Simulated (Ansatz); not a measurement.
Start from `O=C([SiH3])C=[Se]` and change one atom or group to get `O=C([SiH3])S[SiH3]`.

Ansatz, PBE0-D4/def2-TZVP geometries, multiplicity 1. Each molecule was computed in one conformer, which needn't be the lowest.

Scalar relativity is left out up to krypton.

```csv
property,`O=C([SiH3])C=[Se]`
size of the dipole moment (ωB97M-V/def2-TZVPP) / D,1.54
HOMO energy (ωB97M-V/def2-TZVPP) / eV,-9.18
HOMO–LUMO gap (PBE/def2-TZVPP) / eV,0.94
LUMO energy (ωB97M-V/def2-TZVPP) / eV,-1.85
HOMO–LUMO gap (PBE0/def2-TZVPP) / eV,3.04
LUMO energy (PBE0/def2-TZVPP) / eV,-3.97
```

What does the change do to each property? (An estimate is asked.)

Ansatz gave: 
```json
{"property": "size of the dipole moment (ωB97M-V/def2-TZVPP) / D", "`O=C([SiH3])S[SiH3]`": "1.03", "shift": "-0.51"}
{"property": "HOMO energy (ωB97M-V/def2-TZVPP) / eV", "`O=C([SiH3])S[SiH3]`": "-9.67", "shift": "-0.49"}
{"property": "HOMO–LUMO gap (PBE/def2-TZVPP) / eV", "`O=C([SiH3])S[SiH3]`": "3.51", "shift": "2.57"}
{"property": "LUMO energy (ωB97M-V/def2-TZVPP) / eV", "`O=C([SiH3])S[SiH3]`": "0.59", "shift": "2.44"}
{"property": "HOMO–LUMO gap (PBE0/def2-TZVPP) / eV", "`O=C([SiH3])S[SiH3]`": "5.86", "shift": "2.82"}
{"property": "LUMO energy (PBE0/def2-TZVPP) / eV", "`O=C([SiH3])S[SiH3]`": "-1.61", "shift": "2.36"}
```

With PBE0 the HOMO falls by 0.46 eV and the LUMO rises by 2.36 eV, so the gap widens by about 2.82 eV. PBE moves the HOMO by -0.36 eV and ωB97M-V by -0.49 eV. Dipoles are sizes alone; their direction can turn.

Spin–orbit coupling is left out; it splits and shifts lone-pair levels of the heavy atoms by tenths of an eV.
